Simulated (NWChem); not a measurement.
# SiH₄SO; SMILES [SiH2](S)O

```xyz
7

Si    -0.5442     0.5634     0.0022
O      0.6628     1.7047     0.0206
S      0.1850    -1.4538    -0.0425
H     -1.3325     0.8321     1.2310
H     -1.3901     0.6349    -1.2244
H      1.3051     1.6612    -0.6948
H      0.7734    -1.3927     1.1729
```
Atoms are numbered in this order, from 1.

Geometry: optimised at PBE0/def2-SVP.

**Question.** List the 4 lowest vertical singlet excitations from B3LYP/def2-SVPD, full TDDFT (NWChem).

**Answer.** 
```tsv
state	energy (eV)	oscillator strength	leading excitation (squared amplitude)
S1	6.03	0.026	HOMO → LUMO (0.70)
S2	6.45	0.035	HOMO → LUMO+1 (0.43)
S3	6.64	0.028	HOMO → LUMO+2 (0.67)
S4	7.30	0.018	HOMO−1 → LUMO (0.92)
```
